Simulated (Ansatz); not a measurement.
```xyz
7

N    -0.9651   -0.0405    0.5531
V     0.5417   -0.0425   -0.4254
O     0.7864   -1.5335   -0.7466
F     0.3293    0.8998   -1.8632
Cl    2.1655    0.7588    0.7516
H    -1.4766   -0.8610    0.8414
H    -1.3813    0.8189    0.8890
```

The species carries charge 0 and has multiplicity 1.

Task: List the PBE/def2-TZVPP orbital energies in eV (Ansatz 0.2.0). (Best estimate.)

Result: Ansatz gave: Occupied: -5326.64, -2738.99, -660.03, -596.40, -511.52, -503.28, -503.25, -503.19, -381.52, -249.57, -190.21, -190.13, -190.11, -69.76, -44.98, -44.60, -44.48, -28.70, -23.11, -21.77, -20.03, -13.33, -11.26, -10.99, -10.64, -10.39, -9.80, -9.64, -9.22, -8.94, -8.51, -7.89, -7.48. Lowest empty: -4.12, -3.75, -2.90, -2.50, -1.69, -0.67, 0.95, 1.33.
